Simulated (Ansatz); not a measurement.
The same path of C2H8AlBSi (13 atoms, charge 0, multiplicity 1) was run 3 times with different band settings. Lost on the way: Al3–B4. The coordinate that changes most is the dihedral H9–Al3–B4–C5.

The calculation used RKS PBE0-D4/6-31G* in Ansatz.

Relaxed end points:

```xyz
13
Properties=species:S:1:pos:R:3
C -1.774 0.682 0.440
Si 0.058 1.021 -0.010
Al 1.508 -0.213 1.446
B 0.627 -0.951 -0.588
C 0.410 0.120 -1.663
H -2.371 1.546 0.121
H -1.899 0.580 1.522
H -2.198 -0.203 -0.047
H 0.926 -0.408 2.915
H 3.030 -0.506 1.040
H 0.703 -2.144 -0.625
H 1.346 0.479 -2.104
H -0.348 -0.037 -2.433
```

```xyz
13
Properties=species:S:1:pos:R:3
C -1.870 0.514 0.605
Si -0.149 -0.192 0.240
Al 1.762 0.324 1.603
B -0.010 -1.459 -1.221
C 0.693 -0.216 -1.657
H -1.883 1.604 0.501
H -2.163 0.273 1.633
H -2.622 0.093 -0.069
H 3.193 0.187 0.905
H 1.655 0.718 3.146
H -0.705 -2.251 -1.780
H 1.681 0.080 -1.300
H 0.439 0.290 -2.591
```

Common settings: spring 5.0 eV/Å²; optimiser quadratic models (default); start path through a guess of the saddle point; iteration limit 60; end points relaxed.

| run | movable images | climbing image | force threshold |
| --- | --- | --- | --- |
| 1 | 7 | yes | 0.05 eV/Å |
| 2 | 2 | no | 0.05 eV/Å |
| 3 | 7 | yes | 0.2 eV/Å |

Task: What does each run give, and how far can it be trusted?

Result: Run 1: converged after 16 iterations, highest image 0.422 eV above the first end. The profile has 2 maxima (images 2, 5) with wells between them (image 3): this band takes more than one step, which may be the mechanism or a detour left from its start path. A vibrational analysis at the climbing image gives one clearly imaginary mode, 165i cm⁻¹: a first-order saddle point.
Run 2: converged after 30 iterations, highest image 0.359 eV above the first end. The dihedral H9–Al3–B4–C5 jumps by 101° between images 1 and 2, so the path isn't resolved there. No image climbed, so the highest image needn't sit at the top of the path. So few images can step over the top or miss a turn of the path.
Run 3: converged after 11 iterations, highest image 0.434 eV above the first end. The threshold of 0.2 eV/Å is loose, so the images may lie well off the minimum-energy path. The order of the stationary point at the top wasn't checked.
The orbitals stay closed-shell, which can raise the energy where a bond breaks towards radicals; this wasn't checked here.
